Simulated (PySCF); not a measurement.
# Silicon: a sound run and one with changed settings

Sound run: Si⁺ [Ne] 3s2 3p1, Si²⁺ [Ne] 3s2. Computed with PySCF 2.14 in cc-pV(D+d)Z, with the non-relativistic Hamiltonian (point nucleus). The sound run starts from symmetry-adapted Hartree-Fock orbitals and uses a fine grid where one is needed.

Changed run: 26 angular points. This setting is unsound on purpose.

```csv
species,method,sound run (hartree),changed run (hartree),converged
Si⁺,UHF,-288.56942,-288.56942,yes
Si⁺,PBE,-288.91819,-288.91816,yes
Si⁺,M06-2X,-289.05128,-289.05262,yes
Si²⁺,UHF,-287.98806,-287.98806,yes
Si²⁺,PBE,-288.31466,-288.31466,yes
Si²⁺,M06-2X,-288.45924,-288.45924,yes
```

Ionisation energy of Si⁺:

```json
{"method": "UHF", "sound run (eV)": "15.820", "changed run (eV)": "15.820"}
{"method": "PBE", "sound run (eV)": "16.423", "changed run (eV)": "16.422"}
{"method": "M06-2X", "sound run (eV)": "16.110", "changed run (eV)": "16.147"}
```

A coarse angular grid integrates products of high-l functions wrongly, so density functionals can shift, and the SCF can exploit the error; Hartree-Fock and MP2 need no grid.

For comparison, NIST gives 16.346 eV between the lowest levels.
